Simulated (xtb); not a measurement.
HGa (SMILES [GaH]), singlet, from a rough starting geometry (GFN-xTB shapes and energies of metal compounds can be far from the true ones); GFN2-xTB (xtb).

xtb was given this input:
```
$ xtb mol.xyz --gfn 2 --opt vtight --json

# file mol.xyz
2

Ga     0.49271174     0.16480760    -0.75176104
H     -0.53632204    -0.17201820     0.74138365
```

**Question.** Predict the main parts of the log of this xtb run.

**Answer.** 
```
   ID    Z sym.   atoms
    1   31 Ga     1
    2    1 H      2

           -------------------------------------------------
          |                Calculation Setup                |
           -------------------------------------------------

           -------------------------------------------------
          |                 G F N 2 - x T B                 |
           -------------------------------------------------

          ...................................................
          :                      SETUP                      :
          :.................................................:
          :  # basis functions                  11          :
          :  # atomic orbitals                  10          :
          :  # shells                            4          :
          :  # electrons                         4          :
          :  max. iterations                   250          :
          :  Hamiltonian                  GFN2-xTB          :
          :  restarted?                      false          :
          :  GBSA solvation                  false          :
          :  PC potential                    false          :
          :  electronic temp.          300.0000000     K    :
          :  accuracy                    1.0000000          :
          :  -> integral cutoff          0.2500000E+02      :
          :  -> integral neglect         0.1000000E-07      :
          :  -> SCF convergence          0.1000000E-05 Eh   :
          :  -> wf. convergence          0.1000000E-03 e    :
          :  Broyden damping             0.4000000          :
          :  net charge                          0          :
          :  unpaired electrons                  0          :
          ...................................................

 iter      E             dE          RMSdq      gap      omega  full diag
   1     -1.6753450 -0.167534E+01  0.173E+01    5.59       0.0  T
   2     -1.6805628 -0.521784E-02  0.134E+01    4.92       1.0  T
   3     -1.6779771  0.258576E-02  0.433E+00    3.08       1.0  T
   4     -1.6828766 -0.489952E-02  0.271E+00    4.31       1.0  T
   5     -1.6831222 -0.245606E-03  0.325E-01    4.10       1.0  T
   6     -1.6831282 -0.599894E-05  0.183E-01    4.08       1.0  T
   7     -1.6831309 -0.268264E-05  0.141E-03    4.06      50.2  T
   8     -1.6831309  0.185468E-08  0.473E-03    4.06      14.9  T
   9     -1.6831309 -0.191976E-08  0.150E-04    4.06     470.3  T
  10     -1.6831309 -0.142286E-11  0.605E-05    4.06    1168.7  T

   *** convergence criteria satisfied after 10 iterations ***

         :::::::::::::::::::::::::::::::::::::::::::::::::::::
         ::                     SUMMARY                     ::
         :::::::::::::::::::::::::::::::::::::::::::::::::::::
         :: total energy              -1.682784849352 Eh    ::
         :: gradient norm              0.004931554315 Eh/a0 ::
         :: HOMO-LUMO gap              4.055988508623 eV    ::
         ::.................................................::
         :: SCC energy                -1.683130860583 Eh    ::
         :: -> isotropic ES            0.014409601344 Eh    ::
         :: -> anisotropic ES          0.007297604020 Eh    ::
         :: -> anisotropic XC         -0.000158169937 Eh    ::
         :: -> dispersion             -0.000938164493 Eh    ::
         :: repulsion energy           0.000346011231 Eh    ::
         :: add. restraining           0.000000000000 Eh    ::
         :: total charge               0.000000000000 e     ::
         :::::::::::::::::::::::::::::::::::::::::::::::::::::

      -----------------------------------------------------------
     |                   =====================                   |
     |                        A N C O P T                        |
     |                   =====================                   |
     |               Approximate Normal Coordinate               |
     |                Rational Function Optimizer                |
      -----------------------------------------------------------
      -----------------------------------------------------------
     |                   =====================                   |
     |                        A N C O P T                        |
     |                   =====================                   |
     |               Approximate Normal Coordinate               |
     |                Rational Function Optimizer                |
      -----------------------------------------------------------

          ...................................................
          :                      SETUP                      :
          :.................................................:
          :   optimization level         verytight          :
          :   max. optcycles                   200          :
          :   ANC micro-cycles                  20          :
          :   degrees of freedom                 1          :
          :.................................................:
          :   RF solver                   davidson          :
          :   write xtbopt.log                true          :
          :   linear (good luck)              true          :
          :   energy convergence         0.1000000E-06 Eh   :
          :   grad. convergence          0.2000000E-03 Eh/α :
          :   maxmium RF displ.          1.0000000          :
          :   Hlow (freq-cutoff)         0.1000000E-01      :
          :   Hmax (freq-cutoff)         5.0000000          :
          :   S6 in model hess.         20.0000000          :
          ...................................................

generating ANC from exact Hessian ...
Using Lindh-Hessian (1995)
 Shifting diagonal of input Hessian by    0.0000000000000000
 Lowest  eigenvalues of input Hessian
    0.000000    0.000000    0.000000    0.000000    0.000000    0.084941
 Highest eigenvalues
    0.000000    0.000000    0.000000    0.000000    0.000000    0.084941

[...]
 * total energy  :    -1.6827848 Eh     change       -0.3128608E-12 Eh
 * total energy  :    -1.6829615 Eh     change       -0.1766051E-03 Eh
 * total energy  :    -1.6829741 Eh     change       -0.1261339E-04 Eh
 * total energy  :    -1.6829770 Eh     change       -0.2927698E-05 Eh
 * total energy  :    -1.6829770 Eh     change       -0.1742279E-07 Eh
   *** GEOMETRY OPTIMIZATION CONVERGED AFTER 5 ITERATIONS ***
[...]

 selected dihedral angles (degree)
 ---------------------------------

           -------------------------------------------------
          |                Final Singlepoint                |
           -------------------------------------------------

          ...................................................
          :                      SETUP                      :
          :.................................................:
          :  # basis functions                  11          :
          :  # atomic orbitals                  10          :
          :  # shells                            4          :
          :  # electrons                         4          :
          :  max. iterations                   250          :
          :  Hamiltonian                  GFN2-xTB          :
          :  restarted?                      false          :
          :  GBSA solvation                  false          :
          :  PC potential                    false          :
          :  electronic temp.          300.0000000     K    :
          :  accuracy                    1.0000000          :
          :  -> integral cutoff          0.2500000E+02      :
          :  -> integral neglect         0.1000000E-07      :
          :  -> SCF convergence          0.1000000E-05 Eh   :
          :  -> wf. convergence          0.1000000E-03 e    :
          :  Broyden damping             0.4000000          :
          :  net charge                          0          :
          :  unpaired electrons                  0          :
          ...................................................

 iter      E             dE          RMSdq      gap      omega  full diag
   1     -1.6831787 -0.168318E+01  0.117E-06    3.96       0.0  T
   2     -1.6831787 -0.111022E-14  0.687E-07    3.96  100000.0  T
   3     -1.6831787  0.888178E-15  0.852E-08    3.96  100000.0  T

   *** convergence criteria satisfied after 3 iterations ***

         :::::::::::::::::::::::::::::::::::::::::::::::::::::
         ::                     SUMMARY                     ::
         :::::::::::::::::::::::::::::::::::::::::::::::::::::
         :: total energy              -1.682977012989 Eh    ::
         :: gradient norm              0.000001875574 Eh/a0 ::
         :: HOMO-LUMO gap              3.956314292207 eV    ::
         ::.................................................::
         :: SCC energy                -1.683178687905 Eh    ::
         :: -> isotropic ES            0.016092904412 Eh    ::
         :: -> anisotropic ES          0.008132150852 Eh    ::
         :: -> anisotropic XC         -0.000004617867 Eh    ::
         :: -> dispersion             -0.001233236561 Eh    ::
         :: repulsion energy           0.000201674916 Eh    ::
         :: add. restraining           0.000000000000 Eh    ::
         :: total charge              -0.000000000000 e     ::
         :::::::::::::::::::::::::::::::::::::::::::::::::::::

           -------------------------------------------------
          |                Property Printout                |
           -------------------------------------------------

    * Orbital Energies and Occupations

         #    Occupation            Energy/Eh            Energy/eV
      -------------------------------------------------------------
         1        2.0000           -0.4883491             -13.2887
         2        2.0000           -0.3377430              -9.1905 (HOMO)
         3                         -0.1923512              -5.2341 (LUMO)
         4                         -0.1923512              -5.2341
         5                         -0.1306560              -3.5553
         6                         -0.0387858              -1.0554
         7                         -0.0387858              -1.0554
         8                         -0.0267018              -0.7266
         9                         -0.0267018              -0.7266
        10                          0.4919144              13.3857
      -------------------------------------------------------------
                  HL-Gap            0.1453919 Eh            3.9563 eV
             Fermi-level           -0.2650471 Eh           -7.2123 eV

     #   Z          covCN         q      C6AA      α(0)
     1  31 Ga       0.493     0.374   379.993    49.646
     2   1 H        0.493    -0.374    63.574    13.670

 Mol. C6AA /au·bohr⁶  :        735.824447
 Mol. C8AA /au·bohr⁸  :      54260.384886
 Mol. α(0) /au        :         63.315692

Wiberg/Mayer (AO) data.
largest (>0.10) Wiberg bond orders for each atom

 ---------------------------------------------------------------------------
     #   Z sym  total        # sym  WBO       # sym  WBO       # sym  WBO
 ---------------------------------------------------------------------------
     1  31 Ga   0.860 --     2 H    0.860
     2   1 H    0.860 --     1 Ga   0.860
 ---------------------------------------------------------------------------

Topologies differ in total number of bonds
Writing topology from bond orders to xtbtopo.mol

molecular dipole:
                 x           y           z       tot (Debye)
 q only:        0.751       0.246      -1.090
   full:        0.943       0.309      -1.368       4.295
molecular quadrupole (traceless):
                xx          xy          yy          xz          yz          zz
 q only:       -0.071      -0.023       0.017       0.056       0.008       0.054
  q+dip:       -0.145       0.228      -0.736      -1.069      -0.364       0.880
   full:       -0.032      -0.293       0.800       1.243       0.393      -0.768

optimized geometry written to: xtbopt.xyz

           -------------------------------------------------
          | TOTAL ENERGY               -1.682977012989 Eh   |
          | GRADIENT NORM               0.000001875574 Eh/α |
          | HOMO-LUMO GAP               3.956314292207 eV   |
           -------------------------------------------------

normal termination of xtb
```
